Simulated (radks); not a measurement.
Results of a calculation; reference values are marked as such.
Problem. Radial electron density D(r) = 4 pi r^2 rho(r) of an atom or ion with 21 electrons. Code: a radial shooting solver on a logarithmic mesh with Libxc functionals. Model: non-relativistic Kohn-Sham, r2SCAN, spin-polarised, spherical densities, point nucleus; meta-GGA in the generalised Kohn-Sham scheme.

r (bohr),D(r) (e/bohr),spin D(r)
0.008904,4.806,0.00228
0.0102,5.960,0.00282
0.01169,7.329,0.00344
0.01339,8.928,0.00417
0.01534,10.76,0.00497
0.01758,12.81,0.00585
0.02014,15.03,0.00674
0.02307,17.37,0.00760
0.02643,19.70,0.00832
0.03028,21.90,0.00880
0.03469,23.79,0.00889
0.03975,25.19,0.00845
0.04554,25.93,0.00733
0.05217,25.93,0.00548
0.05977,25.16,0.00295
0.06848,23.79,-0.0000127
0.07846,22.10,-0.00290
0.08989,20.53,-0.00491
0.103,19.56,-0.00499
0.118,19.59,-0.00198
0.1352,20.77,0.00525
0.1549,22.89,0.0178
0.1774,25.37,0.0361
0.2033,27.35,0.0606
0.2329,27.95,0.0925
0.2668,26.59,0.135
0.3057,23.29,0.193
0.3502,18.69,0.276
0.4012,13.90,0.391
0.4597,10.13,0.545
0.5267,8.150,0.733
0.6034,7.981,0.935
0.6913,8.959,1.13
0.792,10.03,1.27
0.9074,10.30,1.32
1.04,9.472,1.28
1.191,7.760,1.18
1.364,5.696,1.06
1.563,3.805,0.946
1.791,2.391,0.861
2.052,1.502,0.797
2.351,1.011,0.735
2.693,0.7421,0.651
3.086,0.5583,0.533
3.535,0.3961,0.391
4.05,0.2500,0.249
4.64,0.1349,0.135
5.316,0.06055,0.0605
6.091,0.02203,0.0220
6.978,0.006338,0.00634
7.995,0.001408,0.00141
9.159,0.0002355,0.000235

What is the nuclear charge?

Solution. Z = 22. The innermost maximum, from 1s, lies near 1/Z = 0.0455 bohr (found: 0.0485), and its height grows with Z. The density is that of the titanium ion Ti+ in [Ar] 3d2 4s1; the configuration itself is not fixed sharply by these data, and Z only to about a unit. D(r) has 3 maxima, at r = 0.0485, 0.227, 0.879 bohr, and minima at 0.110, 0.571 bohr, inside which lie 2.14, 10.43 electrons.
